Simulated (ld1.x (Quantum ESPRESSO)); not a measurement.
What one change does to a pseudopotential (molybdenum (Mo), TM)

molybdenum (Mo), norm-conserving Troullier–Martins (Kleinman–Bylander form), made with ld1.x (Quantum ESPRESSO) 7.5 (LDA (PZ), scalar-relativistic). Core [Ar] 3d10, reference 4s2 4p6 4d5 5s1 5p0. Waves: 4s (bound): rc 1.25 bohr; 4d (bound): rc 2.50 bohr; 4p (bound): rc 1.55 bohr. Local part: the p channel. Core correction: none.

Occupied shells without a wave of their own: 5s. They enter only through the test configuration that unscreens the potential.

All-electron outer shells of the reference configuration (LDA (PZ), scalar-relativistic, ld1.x):

```
shell  level (eV)  outermost node (bohr)  outermost maximum (bohr)
   3p     -378.90                   0.17                      0.38
   3d     -221.32                      –                      0.32
   4s      -64.42                   0.51                      0.99
   4p      -38.59                   0.52                      1.06
   5s       -4.33                   1.34                      2.93
   4d       -3.94                   0.53                      1.38
   5p       -1.16                   1.54                      4.05
```

Change: wave 4d (bound): rc 2.50 bohr becomes 4d (bound): rc 1.58 bohr.

Cutoffs: the cutoffs (Ry, on a coarse ladder) from which the occupation-weighted sum of valence levels, in a spherical-Bessel basis at the reference potential, stays within 10 and 1 mRy of its value at 400 Ry; they do not see the model core or the augmentation charge, which bear on the density cutoff. Errors are all-electron minus pseudo energies relative to the spin-unpolarised reference configuration.

Q: Predict the effect on cutoff, ghosts and configuration errors.

A: The potential gets neither clearly harder nor softer (90 Ry and 160 Ry → 90 Ry and 160 Ry); the s channel sets the loose cutoff, while the largest relative change is in d, which becomes harder; of the 9 tests that both files solve, the error grows in 0 and shrinks in 3 by more than 15 % and 0.3 meV (median size 90.1 → 59.3 meV); neither file shows a bound ghost. Less of the atom is replaced, so other configurations are described better.

| quantity | base | changed |
| --- | --- | --- |
| cutoff, loose | 90 Ry | 90 Ry |
| cutoff, tight | 160 Ry | 160 Ry |
| loose cutoff by channel (10 mRy a level) | s 80 Ry, d 25 Ry, p 35 Ry | s 80 Ry, d 35 Ry, p 35 Ry |
| bound ghosts | none | none |
| largest miss of a reference level, eV | 0.07 | 0.07 |
| error for 4s2 4p6 4d5 5s0 5p0, meV [ΔE 7.19 eV] | -90 | -91 |
| error for 4s2 4p6 4d4 5s0 5p0, meV [ΔE 22.89 eV] | -136 | -132 |
| error for 4s2 4p6 4d3 5s0 5p0, meV [ΔE 49.85 eV] | -162 | -171 |
| error for 4s2 4p6 4d5 5s0 5p1, meV [ΔE 3.24 eV] | -44 | -44 |
| error for 4s2 4p6 4d6 5s0 5p0, meV [ΔE 0.82 eV] | -58 | -59 |
| error for 4s2 4p6 4d5 5s0.5 5p0, meV [ΔE 2.86 eV] | -40 | -40 |
| error for 4s2 4p5 4d5 5s1 5p0, meV [ΔE 44.09 eV] | -79 | -13 |
| error for 4s2 4p6 4d5 5s1 5p0 (spin-polarised), meV [ΔE -3.92 eV] | +204 | +149 |
| error for 4s2 4p6 4d5 5s0 5p0 (spin-polarised), meV [ΔE 3.80 eV] | +123 | +56 |

Base: The 5s level has no wave, so the channel is fitted at the deeper level alone: the likely source of the large errors.
